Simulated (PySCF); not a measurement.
## Se+ (selenium, charge +1) across methods

[Ar] 3d10 4s2 4p3, high-spin 4S determinant. Calculation: PySCF 2.14, in dyall-av2z (16s12p8d, 92 functions); no relativity, point nucleus.

| method | E (hartree) | mean ε 4s α (eV) | mean ε 4s β (eV) | mean ε 4p α (eV) | Σ⟨r²⟩ (bohr²) | ⟨S²⟩ |
| --- | --- | --- | --- | --- | --- | --- |
| HSE06 | -2400.859 | -29.238 | -25.391 | -17.426 | 31.31 | 3.750 |
| LDA | -2397.740 | -27.400 | -24.963 | -16.483 | 31.32 | 3.750 |
| UHF | -2399.52995 | -36.030 | -27.627 | -21.418 | 31.60 | 3.751 |
| PBE0 | -2400.876 | -29.692 | -25.629 | -17.864 | 31.29 | 3.750 |
| PW91 | -2401.310 | -27.350 | -24.574 | -16.467 | 31.29 | 3.750 |
| PBE | -2400.803 | -27.286 | -24.487 | -16.428 | 31.33 | 3.750 |
| r2SCAN0 | -2401.137 | -30.404 | -25.661 | -18.221 | 31.25 | 3.750 |
| r2SCAN | -2401.142 | -28.321 | -24.538 | -16.951 | 31.24 | 3.750 |

(1) Estimate the same row for TPSS.

## Answers

(1) E (hartree) = -2401.088; mean ε 4s α (eV) = -27.646; mean ε 4s β (eV) = -24.321; mean ε 4p α (eV) = -16.589; Σ⟨r²⟩ (bohr²) = 31.26; ⟨S²⟩ = 3.751.
